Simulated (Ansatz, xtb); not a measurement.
**FGaGeH4O: which of two structures lies lower**

Structure a is a singlet given by its coordinates and structure b is `[F][GaH][O][GeH3]`, a singlet. Both are isolated molecules in the gas phase, relaxed with r2SCAN-D4/def2-SVP; the shapes shown needn't be the lowest conformers.

a (Å):

```xyz
8

F     0.5602    1.0787    1.4803
Ga   -0.7705   -0.5310   -0.7012
Ge   -0.3149    1.8407   -0.0429
O     0.1903   -1.2340    0.9421
H    -0.1288   -1.8760    1.5894
H    -1.4012   -1.8913   -1.2227
H     0.9733    1.7204   -0.9888
H     0.4463   -0.3356    1.3865
```

Close contacts (Å): F1–Ge3 1.91, Ga2–Ge3 2.50, Ga2–O4 2.03, Ga2–H6 1.59, Ge3–H7 1.60, O4–H5 0.97, O4–H8 1.03.

b (Å):

```yaml
atoms:
  - { symbol: F, position_ang: [-2.3747, 0.1141, 0.1002] }
  - { symbol: Ga, position_ang: [-1.2404, 0.9661, -0.9373] }
  - { symbol: Ge, position_ang: [0.9973, -0.6173, 0.6908] }
  - { symbol: O, position_ang: [0.4284, 0.5304, -0.5605] }
  - { symbol: H, position_ang: [-1.7054, 1.9525, -2.0171] }
  - { symbol: H, position_ang: [0.5467, -0.1248, 2.0754] }
  - { symbol: H, position_ang: [2.5266, -0.6122, 0.5758] }
  - { symbol: H, position_ang: [0.4270, -2.0141, 0.3966] }
```

Q: Estimate E(b) − E(a) at the level CCSD(T)/def2-SVP + ΔMP2/def2-TZVPP.

A: Calculated at CCSD(T)/def2-SVP + ΔMP2/def2-TZVPP: E(b) − E(a) = −1.470 eV, so structure b lies lower.

Level by level:

```
                             level            geometry  E(b) − E(a) (eV)  departure from the last row (eV)  job, with rough time for the two
                r2SCAN-D4/def2-SVP  r2SCAN-D4/def2-SVP              −1.169                            +0.301             optimisation, 4.5 min
                       HF/def2-SVP  r2SCAN-D4/def2-SVP              −1.881                            −0.411           part of the CCSD(T) run
                      MP2/def2-SVP  r2SCAN-D4/def2-SVP              −1.755                            −0.285           part of the CCSD(T) run
                  CCSD(T)/def2-SVP  r2SCAN-D4/def2-SVP              −1.565                            −0.095                      single point
CCSD(T)/def2-SVP + ΔMP2/def2-TZVPP  r2SCAN-D4/def2-SVP              −1.470                                               single point, 2.2 min
```

The levels shown agree on the order. The largest departure from CCSD(T)/def2-SVP + ΔMP2/def2-TZVPP is that of HF/def2-SVP, 0.411 eV. Levels run at GFN2-xTB geometries aren't shown. The last row adds to CCSD(T) the change of the MP2 difference between the two basis sets, here +0.095 eV.

With harmonic frequencies from r2SCAN-D4/def2-SVP (ideal gas, rigid rotor, one conformer each, 298.15 K, 1 atm): on the last row, ΔE + ΔZPE = −1.559, ΔH = −1.569, ΔG = −1.575 eV.

The correlated steps freeze 20 core orbitals; the filled d shell of Ga and Ge is correlated, in a basis made for valence electrons. Mirror images aren't counted in ΔG. Codes used: Ansatz 0.2.0; the last row on 2 threads of AMD EPYC (Zen 3) on a shared host.
